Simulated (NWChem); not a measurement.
System: SiH4O; SMILES O[SiH3]

NWChem input:

```
start job
memory heap 200 mb stack 900 mb global 1100 mb
geometry units angstroms noautoz
  Si    -0.020039    -0.495117     0.000000
  O     -0.075849     1.169752     0.000000
  H      0.682283    -1.032242     1.208873
  H     -1.433127    -0.959412     0.000000
  H      0.682283    -1.032242    -1.208873
  H      0.766438     1.632662     0.000000
end
basis spherical
  Si library def2-svp
  O library def2-svp
  H library def2-svp
end
dft
  xc b3lyp
  iterations 150
  mulliken
end
task dft energy
```

Parts of the log:

```
             Northwest Computational Chemistry Package (NWChem) 7.3.0
             --------------------------------------------------------

 CS  symmetry detected

                             Geometry "geometry" -> ""
                             -------------------------

 Output coordinates in angstroms (scale by  1.889725989 to convert to a.u.)

  No.       Tag          Charge          X              Y              Z
 ---- ---------------- ---------- -------------- -------------- --------------
    1 Si                  14.0000    -0.00990449    -0.53499053     0.00000000
    2 O                    8.0000    -0.07457560     1.12955781     0.00000000
    3 H                    1.0000     0.69526662    -1.06836954     1.20887300
    4 H                    1.0000    -1.42050108    -1.00680065     0.00000000
    5 H                    1.0000     0.69526662    -1.06836954    -1.20887300
    6 H                    1.0000     0.76523546     1.59694465     0.00000000

 Effective nuclear repulsion energy (a.u.)      64.1972102928

      Symmetry information
      --------------------

 Group name             Cs
 Group number              2
 Group order               2
 No. of unique centers     5

                                 NWChem DFT Module
                                 -----------------

 Summary of "ao basis" -> "ao basis" (spherical)
 ------------------------------------------------------------------------------
       Tag                 Description            Shells   Functions and Types
 ---------------- ------------------------------  ------  ---------------------
 Si                         def2-svp                 8       18   4s3p1d
 O                          def2-svp                 6       14   3s2p1d
 H                          def2-svp                 3        5   2s1p

      Symmetry analysis of basis
      --------------------------

        a'         36
        a"         16

            General Information
            -------------------
          SCF calculation type: DFT
          Wavefunction type:  closed shell.
          No. of atoms     :     6
          No. of electrons :    26
           Alpha electrons :    13
            Beta electrons :    13
          Charge           :     0
          Spin multiplicity:     1
          Use of symmetry is: on ; symmetry adaption is: on
          Maximum number of iterations: 150
          AO basis - number of functions:    52
                     number of shells:    26
          Convergence on energy requested:  1.00D-06
          Convergence on density requested:  1.00D-05
          Convergence on gradient requested:  5.00D-04

              XC Information
              --------------
                         B3LYP Method XC Potential
                     Hartree-Fock (Exact) Exchange  0.200
                        Slater Exchange Functional  0.800 local
                    Becke 1988 Exchange Functional  0.720 non-local
              Lee-Yang-Parr Correlation Functional  0.810
                  VWN I RPA Correlation Functional  0.190 local

             Grid Information
             ----------------
          Grid used for XC integration:  medium
          Radial quadrature: Mura-Knowles
          Angular quadrature: Lebedev.
          Tag              B.-S. Rad. Rad. Pts. Rad. Cut. Ang. Pts.
          ---              ---------- --------- --------- ---------
          Si                  1.10       88           8.0       590
          O                   0.60       49           8.0       434
          H                   0.35       45          10.0       434
          Grid pruning is: on
          Number of quadrature shells:   272
          Spatial weights used:  Erf1

      Superposition of Atomic Density Guess
      -------------------------------------

 Sum of atomic energies:        -365.42681423

      Non-variational initial energy
      ------------------------------

 Total energy =    -365.947279
 1-e energy   =    -632.642833
 2-e energy   =     202.498344
 HOMO         =      -0.388806
 LUMO         =       0.045098

      Symmetry analysis of molecular orbitals - initial
      -------------------------------------------------

  Numbering of irreducible representations:

     1 a'          2 a"

  Orbital symmetries:

     1 a'          2 a'          3 a'          4 a'          5 a'
     6 a"          7 a'          8 a'          9 a'         10 a'
    11 a"         12 a'         13 a"         14 a'         15 a'
    16 a'         17 a"         18 a'         19 a'         20 a"
    21 a'         22 a'         23 a'

     ---------------------------------------------
      Total Density - Mulliken Population Analysis
     ---------------------------------------------

    Atom       Charge   Shell Charges
 -----------   ------   -------------------------------------------------------
    1 Si  14    13.27   2.00  1.99  0.96  0.26  5.94  1.03  0.89  0.20
    2 O    8     8.78   1.99  1.10  0.64  3.10  1.95  0.00
    3 H    1     1.10   0.70  0.39  0.01
    4 H    1     1.10   0.70  0.38  0.01
    5 H    1     1.10   0.70  0.39  0.01
    6 H    1     0.65   0.52  0.07  0.06

   convergence    iter        energy       DeltaE   RMS-Dens  Diis-err
 ---------------- ----- ----------------- --------- --------- ---------
 d= 0,ls=0.0,diis     1   -366.9685008324 -4.31D+02  1.88D-02  4.14D-01
 d= 0,ls=0.0,diis     2   -366.9320488215  3.65D-02  1.11D-02  8.53D-01
 d= 0,ls=0.0,diis     3   -367.0145337177 -8.25D-02  1.50D-03  1.49D-02
 d= 0,ls=0.0,diis     4   -367.0159131448 -1.38D-03  3.28D-04  2.88D-04
 d= 0,ls=0.0,diis     5   -367.0159498062 -3.67D-05  7.00D-05  9.39D-06
  Resetting Diis
 d= 0,ls=0.0,diis     6   -367.0159511764 -1.37D-06  1.06D-05  3.43D-07
 d= 0,ls=0.0,diis     7   -367.0159512226 -4.62D-08  1.77D-06  3.26D-09

         Total DFT energy =     -367.015951222601
      One electron energy =     -634.576804852814
           Coulomb energy =      234.408256231582
    Exchange-Corr. energy =      -31.044612894210
 Nuclear repulsion energy =       64.197210292840

 Numeric. integr. density =       25.999992456471

                  Occupations of the irreducible representations
                  ----------------------------------------------

                     irrep           alpha         beta
                     --------     --------     --------
                     a'               10.0         10.0
                     a"                3.0          3.0

                       DFT Final Molecular Orbital Analysis
                       ------------------------------------

 Vector   11  Occ=2.000000D+00  E=-3.771380D-01  Symmetry=a"
              MO Center=  2.1D-01, -2.7D-02, -7.7D-15, r^2= 2.4D+00
   Bfn.  Coefficient  Atom+Function         Bfn.  Coefficient  Atom+Function
  ----- ------------  ---------------      ----- ------------  ---------------
    24      0.380937  2 O  pz                27      0.267615  2 O  pz
    10      0.257709  1 Si pz                33      0.228250  3 H  s
    43     -0.228250  5 H  s                 13      0.220378  1 Si pz
     7     -0.149259  1 Si pz                34      0.093576  3 H  s
    44     -0.093576  5 H  s                 17     -0.038930  1 Si d  1

 Vector   12  Occ=2.000000D+00  E=-3.289213D-01  Symmetry=a'
              MO Center= -2.8D-01, -2.4D-01, -1.6D-14, r^2= 2.8D+00
   Bfn.  Coefficient  Atom+Function         Bfn.  Coefficient  Atom+Function
  ----- ------------  ---------------      ----- ------------  ---------------
    38      0.301968  4 H  s                 22      0.295618  2 O  px
    39      0.229431  4 H  s                  8     -0.225871  1 Si px
    25      0.200463  2 O  px                23     -0.194373  2 O  py
    33     -0.189475  3 H  s                 43     -0.189475  5 H  s
    26     -0.153657  2 O  py                21     -0.149745  2 O  s

 Vector   13  Occ=2.000000D+00  E=-3.038378D-01  Symmetry=a"
              MO Center=  2.3D-01,  1.5D-01,  1.9D-14, r^2= 2.5D+00
   Bfn.  Coefficient  Atom+Function         Bfn.  Coefficient  Atom+Function
  ----- ------------  ---------------      ----- ------------  ---------------
    24      0.485881  2 O  pz                27      0.370225  2 O  pz
    33     -0.246388  3 H  s                 43      0.246388  5 H  s
    34     -0.217295  3 H  s                 44      0.217295  5 H  s
    10     -0.156699  1 Si pz                15      0.091567  1 Si d -1
     7      0.081244  1 Si pz                17      0.041741  1 Si d  1

 Vector   14  Occ=0.000000D+00  E= 1.394867D-02  Symmetry=a'
              MO Center=  3.6D-01,  9.0D-02,  4.3D-15, r^2= 4.0D+00
   Bfn.  Coefficient  Atom+Function         Bfn.  Coefficient  Atom+Function
  ----- ------------  ---------------      ----- ------------  ---------------
    12      0.928738  1 Si py                21     -0.818000  2 O  s
    49      0.539172  6 H  s                 39      0.318148  4 H  s
    25     -0.207202  2 O  px                 9      0.188072  1 Si py
    22     -0.159211  2 O  px                34      0.154469  3 H  s
    44      0.154469  5 H  s                 11      0.153378  1 Si px

 Vector   15  Occ=0.000000D+00  E= 7.598010D-02  Symmetry=a'
              MO Center=  9.7D-02, -5.1D-01,  2.9D-14, r^2= 3.9D+00
   Bfn.  Coefficient  Atom+Function         Bfn.  Coefficient  Atom+Function
  ----- ------------  ---------------      ----- ------------  ---------------
    11      1.589380  1 Si px                39      1.264876  4 H  s
    34     -0.713914  3 H  s                 44     -0.713914  5 H  s
    49     -0.381424  6 H  s                 21      0.262610  2 O  s
     8      0.245457  1 Si px                 4      0.181171  1 Si s
    38      0.171897  4 H  s                  5     -0.139460  1 Si px

 Vector   16  Occ=0.000000D+00  E= 8.391342D-02  Symmetry=a'
              MO Center=  3.6D-01, -1.7D-02, -1.5D-13, r^2= 5.4D+00
   Bfn.  Coefficient  Atom+Function         Bfn.  Coefficient  Atom+Function
  ----- ------------  ---------------      ----- ------------  ---------------
     4      1.080831  1 Si s                 49      0.962981  6 H  s
    12     -0.909768  1 Si py                34     -0.877055  3 H  s
    44     -0.877055  5 H  s                 39     -0.780427  4 H  s
     3      0.566659  1 Si s                 21     -0.337472  2 O  s
    25     -0.266796  2 O  px                 2      0.228552  1 Si s

     ---------------------------------------------
      Total Density - Mulliken Population Analysis
     ---------------------------------------------

    Atom       Charge   Shell Charges
 -----------   ------   -------------------------------------------------------
    1 Si  14    13.43   2.00  1.98  1.02  0.16  5.93  1.25  0.82  0.28
    2 O    8     8.40   1.99  1.07  0.64  2.90  1.79  0.01
    3 H    1     1.12   0.75  0.37  0.01
    4 H    1     1.11   0.75  0.35  0.01
    5 H    1     1.12   0.75  0.37  0.01
    6 H    1     0.81   0.68  0.07  0.07

     -------------------------------------------
      Total Density - Lowdin Population Analysis
     -------------------------------------------

    Atom       Charge   Shell Charges
 -----------   ------   -------------------------------------------------------
    1 Si  14    13.51   2.00  1.93  0.65  0.34  5.82  1.26  1.08  0.43
    2 O    8     8.23   1.97  0.88  0.60  2.73  2.04  0.01
    3 H    1     1.12   0.66  0.44  0.02
    4 H    1     1.10   0.65  0.43  0.02
    5 H    1     1.12   0.66  0.44  0.02
    6 H    1     0.92   0.56  0.17  0.18

     Multipole analysis of the density
     ---------------------------------

     L   x y z        total         alpha         beta         nuclear
     -   - - -        -----         -----         ----         -------
     0   0 0 0     -0.000000    -13.000000    -13.000000     26.000000

     1   1 0 0      0.541135      0.270567      0.270567      0.000000
     1   0 1 0      0.066918      0.033459      0.033459     -0.000000
     1   0 0 1     -0.000000     -0.000000     -0.000000      0.000000

     2   2 0 0    -15.064911    -13.989057    -13.989057     12.913202
     2   1 1 0      2.207671      0.091652      0.091652      2.024367
     2   1 0 1      0.000000      0.000000      0.000000      0.000000
     2   0 2 0    -15.015461    -43.327151    -43.327151     71.638842
     2   0 1 1     -0.000000     -0.000000     -0.000000      0.000000
     2   0 0 2    -16.252924    -13.345122    -13.345122     10.437321
```

Level: B3LYP/def2-SVP. Coordinates come from a PBE0/def2-SVP optimisation.
